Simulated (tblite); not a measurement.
Isomers of C5H6O3. Level: GFN2-xTB in tblite, geometry and Hessian alike; calculated harmonic values, unscaled, isolated species. The method is semi-empirical: single wavenumbers can be off by several per cent or more. One conformer each.

Electronic energies: GFN2-xTB at the same geometries; isomer energies are rough at this level and their order can be wrong.

```csv
SMILES,"electronic energy, lowest = 0 (kJ/mol)"
O=C[C@@H]1CC(=O)CO1,28.6
C=CO/C=C/OC=O,90.3
C=C[C@H]1OCOC1=O,0.0
C=C[C@]1(C(=O)O)CO1,78.7
```

Question: How do GFN2-xTB zero-point energies change the relative energies?

Answer: 
```tsv
SMILES	ZPE (kJ/mol)	of it from modes above 1550 cm⁻¹	electronic (kJ/mol)	with ZPE, lowest = 0 (kJ/mol)	lowest mode (cm⁻¹)	rings
C=C[C@H]1OCOC1=O	270.3	129.2	0.0	0.0	33	1
O=C[C@@H]1CC(=O)CO1	268.1	126.6	28.6	26.5	65	1
C=C[C@]1(C(=O)O)CO1	267.3	133.6	78.7	75.7	32	1
C=CO/C=C/OC=O	263.1	140.3	90.3	83.1	67	0
```

The zero-point energies span 7.2 kJ/mol, from `C=CO/C=C/OC=O` to `C=C[C@H]1OCOC1=O`. The order is unchanged.

Question: What do entropy and thermal enthalpy add at 298.15 K and 1 bar (rigid rotor, harmonic oscillator, one conformer each)?

Answer: 
```csv
SMILES,point group,symmetry number,S (J/(mol K)),H − H(0) (kJ/mol),ZPE + H − H(0) − TS (kJ/mol)
C=C[C@H]1OCOC1=O,C1,1,366.5,22.28,183.3
O=C[C@@H]1CC(=O)CO1,C1,1,360.4,21.95,182.6
C=C[C@]1(C(=O)O)CO1,C1,1,374.4,23.61,179.3
C=CO/C=C/OC=O,Cs,1,384.7,25.14,173.6
```
